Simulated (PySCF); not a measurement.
Computed properties of C2H7NSi2, SMILES [SiH2]1C=N[Si@H]1C

C2H7NSi2, SMILES C[Si@@H]1N=C[SiH2]1. Geometry: B3LYP-D3(BJ)/def2-SVP. The structure was generated by enumeration; whether it is a known compound was not checked. Other conformers were not sampled. All values are computed for the isolated molecule unless a solvent is named; none is compared with measurement here.

**Structure.** All 30 harmonic modes at B3LYP-D3(BJ)/def2-SVP (PySCF) are real, so it is a minimum. With heavy atoms numbered as in [CH3:1][Si@@H:2]1[N:3]=[CH:4][SiH2:5]1, the shortest bond between them is N3–C4 at 1.289 Å and the longest Si2–Si5 at 2.357 Å.

**Vibrations.** The strongest infrared lines (harmonic, unscaled, degenerate partners summed) lie at 2209 cm⁻¹ (161 km/mol, H 97 %), 2182 cm⁻¹ (128 km/mol, H 98 %), 831 cm⁻¹ (113 km/mol, H 63 %, Si 20 %, C 13 %). The softest mode is at 112 cm⁻¹ and the zero-point energy is 51.8 kcal/mol.

**Electronic structure.** ωB97X/def2-TZVP (PySCF) places the frontier levels at -8.96 and 1.21 eV, a gap of 10.17 eV, and gives a dipole moment of 1.74 D and a mean polarisability of 82.2 bohr³. PBE/def2-TZVP (PySCF) at the same geometry gives -5.32 and -2.18 eV, so its gap is 7.03 eV narrower. An orbital gap is neither the optical nor the fundamental gap.

**Excitations.** TDA-CAM-B3LYP/def2-SVPD (PySCF) has S1 at 3.69 eV (336 nm, f = 0.000, dark); the most intense of the 10 singlets computed lies at 6.92 eV (f = 0.18). T1 (TDA) is at 2.93 eV, 0.76 eV under S1. TDA-PBE/def2-SVPD (PySCF) puts S1 at 3.49 eV. No vertical singlet excitation falls in the visible range (under 3.1 eV).

**NMR.** GIAO shifts at PBE0/pcSseg-1 (PySCF) (non-relativistic, atoms alike by connectivity averaged): ¹³C from 1.8 to 221.6 ppm against TMS; ¹H from 1.0 to 10.7 ppm against TMS; ²⁹Si from -31.0 to 13.9 ppm against TMS.

**Solvation.** SMD-M06-2X/def2-SVP (PySCF) gives 0.4 kcal/mol in water, -2.1 kcal/mol in cyclohexanone, -1.8 kcal/mol in 1-octanol (1 M in both phases, gas-phase geometry).
